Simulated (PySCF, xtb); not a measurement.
CH7BO2Si, SMILES OB(O)C[SiH3].

Geometry optimised at B3LYP-D3(BJ)/def2-SVP. This is a generated structure with no PubChem entry under its InChIKey; it may be hypothetical. One conformer was computed; it need not be the lowest.

Method: PySCF 2.14.0 with IEF-PCM-M06-2X/def2-SVP.

The values are the electrostatic part of the solvation free energy, E(continuum) − E(gas) at the gas-phase geometry, in a cavity of scaled van der Waals radii (PySCF's table); cavitation and dispersion terms are not included. In vacuum the orbital gap is 11.32 eV. The dipole moment in vacuum is 2.70 D.

Computed values in water (ε = 78.36), N,N-dimethylformamide (ε = 37.22), ethanol (ε = 24.85):
```tsv
solvent	ε	ΔG(elec) (kcal/mol)	dipole (D)	gap (eV)
water	78.36	-8.5	3.26	11.50
N,N-dimethylformamide	37.22	-8.3	3.25	11.50
ethanol	24.85	-8.1	3.24	11.50
```

For comparison, GFN2-xTB/ALPB(water) (xtb, at the GFN2-xTB geometry, all terms of that model) gives -7.2 kcal/mol.
